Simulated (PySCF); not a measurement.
Property card for `C[SiH2]O[C@H](CCl)O[SiH3]`

Compound: C3H11ClO2Si2.
Structure used (GFN2-xTB), in Å, numbered top down from 1:
```xyz
19
C3H11ClO2Si2 angstrom
C      2.519   -0.798    1.039
Si     1.570   -0.723   -0.591
O      0.196    0.054   -0.157
C     -0.961    0.227   -0.881
C     -1.094    1.682   -1.340
Cl     0.061    2.036   -2.622
O     -2.053   -0.073   -0.105
Si    -1.967   -0.365    1.506
H      3.506   -1.217    0.876
H      2.645    0.190    1.473
H      2.011   -1.416    1.774
H      1.236   -2.054   -1.116
H      2.271    0.039   -1.628
H     -0.971   -0.436   -1.764
H     -0.888    2.344   -0.499
H     -2.098    1.852   -1.725
H     -1.245   -1.605    1.789
H     -3.401   -0.473    1.734
H     -1.348    0.746    2.229
```

Among its groups: C–Cl bond, Si–H bond and C–Si bond.

**GFN2-xTB geometry**

- Point group of the GFN2-xTB geometry: C1
- Rotational constants A, B, C of the GFN2-xTB geometry: 1.138, 0.933, 0.553 GHz

From PBE0/pcSseg-1 ground state and GIAO shieldings, non-relativistic (PySCF):

* Dipole moment: 1.44 D
* HOMO energy: -7.97 eV
* LUMO energy: 0.32 eV
* HOMO–LUMO gap: 8.29 eV
* Lowest Hirshfeld atomic charge: -0.22 e on O7
* Highest Hirshfeld atomic charge: +0.40 e on Si2
* 13C chemical shifts (computed TMS as zero) by class: 98.9 (C4), 54.9 (C5), -3.4 (C1) ppm
* 1H chemical shifts (computed TMS as zero) by class: 5.45 (H13), 5.22 (H14), 5.15 (H12), 4.72 (H17/H18/H19), 3.59 (H16), 3.54 (H15), 0.38 (H9/H10/H11) ppm
* Isotropic shieldings of nuclei other than C and H, by class: 264 (O3), 264 (O7), 360 (Si2), 396 (Si8), 894 (Cl6) ppm
* Mayer bond orders between heavy atoms: C1–Si2 0.97, Si2–O3 0.87, O3–C4 0.91, C4–C5 0.97, C5–Cl6 0.98, C4–O7 0.93, O7–Si8 0.91

Monoisotopic mass (most abundant isotopes): 169.9986 u.

The dipole equals about 4.8 × 10⁻³⁰ C·m (1 D = 3.33564 × 10⁻³⁰ C·m). The rotational constants make it an asymmetric top with κ = (2B − A − C)/(A − C) = 0.30, nearer the oblate limit (+1). With B = h/(8π²I), that is 505.379 GHz u Å² over I, the principal moments of inertia are 444.2, 541.6 and 913.8 u Å² (most abundant isotopes).

Geometry: GFN2-xTB, one conformer, isolated molecule. NMR classes are plain means over equivalent atoms (diastereotopic ones count apart unless rotation or inversion swaps them), as if these changed places fast; in this geometry the members of some classes differ.
